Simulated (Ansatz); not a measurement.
**Worked example: the enthalpy of formation of AlCl2F (SMILES [F][Al]([Cl])[Cl])**

AlCl2F has 4 atoms, charge 0, and is taken as a singlet. SMILES: `[F][Al]([Cl])[Cl]`. The coordinates come from a PBE0-D4/def2-TZVP relaxation.

Total energies at B2PLYP/def2-SVPD, 16 core orbitals frozen (Ansatz 0.2.0); the atoms run unrestricted:

```
species    state   energy (Eh)
 AlCl2F  singlet  -1261.999422
      F  doublet    -99.584573
     Al  doublet   -242.162906
     Cl  doublet   -459.859256
```

Harmonic wavenumbers at PBE0-D4/def2-TZVP, in cm⁻¹: 149, 203, 233, 439, 638, 892.

Measured heats of formation of the gaseous atoms at 298.15 K, in kJ/mol: F 79.4, Al 329.7, Cl 121.3. Spin-orbit lowering of the atoms at 298 K (mean of the ground term's levels less their thermal mean, from spectra), in kJ/mol: F 1.29, Al 0.17, Cl 3.44. Take 1 Eh = 2625.50 kJ/mol, 1 cm⁻¹ = 0.0119627 kJ/mol, RT = 2.479 kJ/mol.

Work out the heat of formation of the gas at 298 K.


1. Electronic atomisation energy: (-99.584573) + (-242.162906) + 2 × (-459.859256) − (-1261.999422) = 0.533431 Eh = 1400.5 kJ/mol.
2. Zero-point energy: half the sum of the wavenumbers, 1277 cm⁻¹ = 15.3 kJ/mol.
3. Thermal vibrational enthalpy, Σ hcν̃/(exp(hcν̃/kT) − 1): 5.7 kJ/mol. Translation, rotation and pV of a non-linear molecule: 4 RT = 9.9 kJ/mol.
4. The 4 free atoms carry 5/2 RT each: 24.8 kJ/mol.
5. Spin-orbit coupling lowers the free atoms by 1.29 + 0.17 + 2 × 3.44 = 8.3 kJ/mol.
6. Atomisation enthalpy at 298 K: 1400.5 − 8.3 − 15.3 − 5.7 − 9.9 + 24.8 = 1386.1 kJ/mol.
7. Sum of the atoms' heats of formation: 651.7 kJ/mol. Heat of formation: 651.7 − 1386.1 = -734.4 kJ/mol.

The tabulated value is -790.8 kJ/mol (NIST-JANAF tables; in doubt: it may be an older value or an estimate), so this level is off by +56.4 kJ/mol, or 3.9 % of the atomisation enthalpy that the table implies (1442.5 kJ/mol). A double-zeta basis underbinds. Anharmonicity and any spin-orbit splitting of the molecule are left out, and so is core correlation.
